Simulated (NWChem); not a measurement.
CH4F2GeO; SMILES C[O][GeH]([F])[F]

```xyz
9

Ge    -0.3434     0.4305     0.0000
F      0.6256     0.8832     1.3554
F      0.6256     0.8832    -1.3554
O     -0.5492    -1.2974     0.0000
C      0.5488    -2.1860     0.0000
H     -1.6799     1.1467     0.0000
H      0.1505    -3.2110     0.0000
H      1.1794    -2.0573     0.8960
H      1.1794    -2.0573    -0.8960
```
Atoms are numbered in this order, from 1.

Computed with NWChem. Coordinates come from a PBE0/def2-SVP optimisation. Level B3LYP/def2-SVP: energy and gradient on several grids; changes count from the extra-fine grid, which is no exact limit either.

```json
[
 {"grid": "xcoarse", "size of the energy change (μHa)": "10000", "largest change of a gradient component (μHa/bohr)": "10000"},
 {"grid": "coarse", "size of the energy change (μHa)": "100", "largest change of a gradient component (μHa/bohr)": "700"},
 {"grid": "medium", "size of the energy change (μHa)": "< 10", "largest change of a gradient component (μHa/bohr)": "100"},
 {"grid": "fine", "size of the energy change (μHa)": "< 10", "largest change of a gradient component (μHa/bohr)": "< 30"},
 {"grid": "xfine", "size of the energy change (μHa)": "< 10", "largest change of a gradient component (μHa/bohr)": "< 30"}
]
```
